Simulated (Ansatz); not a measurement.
Basis sets compared for `c1coc(-c2ccc(-c3ccc(-c4ccco4)o3)o2)c1`. Charge 0, multiplicity 1. Geometry r2SCAN-D4/def2-SVP. Ansatz on 2 threads of AMD EPYC 7R13 on a shared host and a share (18 GiB) of an NVIDIA H100 80GB HBM3; times are rough, and most runs start from earlier orbitals.

Cartesian coordinates in Å:
```
C -4.551 -3.824 -1.582
C -3.909 -4.862 -0.961
O -2.741 -4.437 -0.414
C -2.626 -3.107 -0.686
C -1.455 -2.446 -0.198
C -0.360 -2.879 0.524
C 0.474 -1.744 0.705
C -0.165 -0.689 0.082
C 0.163 0.690 -0.082
C -0.476 1.747 -0.704
C 0.359 2.881 -0.523
C 1.455 2.447 0.197
C 2.626 3.107 0.686
C 3.722 2.675 1.406
C 4.553 3.822 1.581
C 3.911 4.861 0.962
O 2.742 4.437 0.415
O 1.338 1.116 0.467
O -1.339 -1.115 -0.468
C -3.721 -2.677 -1.407
H -5.506 -3.875 -2.104
H -4.138 -5.916 -0.823
H -0.193 -3.896 0.873
H 1.429 -1.690 1.224
H -1.430 1.693 -1.223
H 0.192 3.898 -0.871
H 3.894 1.660 1.757
H 5.508 3.871 2.102
H 4.141 5.914 0.825
H -3.894 -1.662 -1.760
```

Single mean-field runs in def2-TZVP are fitted with def2-universal-jkfit.

Binding counts from free atoms (C triplet, O triplet, H doublet) in the same basis, without a counterpoise term.

```csv
level,functions,energy (Eh),HOMO (eV),LUMO (eV),binding per atom (eV),wall time
PBE-D4/def2-SVP,330,-914.8727,-4.35,-2.13,5.63,7.5 s
PBE0-D4/def2-SVP,330,-914.8964,-5.16,-1.51,5.46,7 s
```

Q: Estimate the rows for PBE-D4/def2-TZVP (with forces), PBE0-D4/def2-TZVP.

A: 
| level | functions | energy (Eh) | HOMO (eV) | LUMO (eV) | binding per atom (eV) | wall time |
| --- | --- | --- | --- | --- | --- | --- |
| PBE-D4/def2-TZVP (with forces) | 680 | -915.8646 | -4.40 | -2.24 | 5.53 | 7 s |
| PBE0-D4/def2-TZVP | 680 | -915.8849 | -5.14 | -1.57 | 5.36 | 7 s |
